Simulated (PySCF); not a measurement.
## Telling isomers of C5H6ClFO2 apart by NMR

PySCF 2.14.0 with density-fitted response routines calculation with structure optimised with GFN2-xTB and σ from GIAO-PBE0/pcSseg-1; rapidly exchanging positions averaged, no solvent model, a single conformation, relativity neglected.

δ = σ(ref) − σ, references computed at the same level: ¹H (σ = 31.72 ppm) and ¹³C (σ = 186.93 ppm) vs TMS. Splittings of carbon signals by F and P are missing where no couplings were computed. Where no couplings were computed, multiplicities follow the n + 1 count of equivalent neighbours, and m marks all less simple cases (inequivalent or close neighbours, rings, F or P nearby). Acid and N–H amide carbonyl carbons lie up to 10 ppm further downfield in solution (hydrogen bonding). Shifts are as computed. Against solution values, carbons near 30 ppm lie about +3 ppm off and those near 130 ppm about +5 ppm; carbons on Cl a further +6 ppm. Of 1309 compounds with measured shifts, 239 miss one by over three times the rms of a fit or turn the order of signals round; such compounds aren't used in these exercises. Carbons bonded to Cl come out too deshielded. OH and NH positions are gas-phase values without hydrogen bonding to other molecules.

(1) Tabulate the signals of `O=C(O)/C(=C/Cl)CCF`, `CO[C@]1(F)COC=C1Cl`, `CO[C@@]1(C(=O)Cl)C[C@@H]1F` and their relative energies.

(2) What is the quickest way to tell CO[C@]1(F)COC=C1Cl from CO[C@@]1(C(=O)Cl)C[C@@H]1F?

(3) What is the quickest way to tell O=C(O)/C(=C/Cl)CCF from CO[C@@]1(C(=O)Cl)C[C@@H]1F?

(4) What is the quickest way to tell O=C(O)/C(=C/Cl)CCF from CO[C@]1(F)COC=C1Cl?

Answers

(1) 
```tsv
SMILES	carbon types	δC	δH	E rel. (kcal/mol)
O=C(O)/C(=C/Cl)CCF	2×C 1×CH 2×CH2	169.6, 154.5, 136.2, 85.2, 33.3	7.95 (s, 1H), 6.16 (br s, 1H), 4.90 (m, 2H), 2.85 (m, 2H)	0.0
CO[C@]1(F)COC=C1Cl	2×C 1×CH 1×CH2 1×CH3	159.1, 125.1, 118.5, 84.2, 55.8	6.73 (m, 1H), 4.68 (m, 1H), 4.47 (m, 1H), 4.03 (s, 3H)	28.5
CO[C@@]1(C(=O)Cl)C[C@@H]1F	2×C 1×CH 1×CH2 1×CH3	182.4, 84.7, 72.4, 56.7, 24.1	4.85 (m, 1H), 3.40 (s, 3H), 2.09 (m, 1H), 1.45 (m, 1H)	31.3
```

Energies are electronic energies at PBE0/pcSseg-1 on these geometries, without zero-point or thermal terms, each for the one conformer computed, which needn't be the lowest.

(2) Both give the same number of carbon signals, with the same numbers of each carbon type, so the positions decide. The first has an alkene carbon bearing oxygen (CH) at 159.1 ppm, the second a three-membered-ring carbon (CH) at 84.7 ppm. Their most deshielded carbons lie at 159.1 and 182.4 ppm. In the proton spectra the most deshielded non-exchanging signals are 6.73 (m, 1H) and 4.85 (m, 1H).

(3) Both give the same number of carbon signals, but DEPT or the intensities differ. The first has a β carbon of a C=C–C=O unit (CH) at 154.5 ppm, the second a three-membered-ring carbon (CH) at 84.7 ppm. Their most deshielded carbons lie at 169.6 and 182.4 ppm. In the proton spectra the most deshielded non-exchanging signals are 7.95 (s, 1H) and 4.85 (m, 1H).

(4) Both give the same number of carbon signals, but DEPT or the intensities differ. The first has an allylic sp3 CH2 at 33.3 ppm, the second a methyl carbon bonded to O (CH3) at 55.8 ppm. Their most deshielded carbons lie at 169.6 and 159.1 ppm. In the proton spectra the most deshielded non-exchanging signals are 7.95 (s, 1H) and 6.73 (m, 1H).
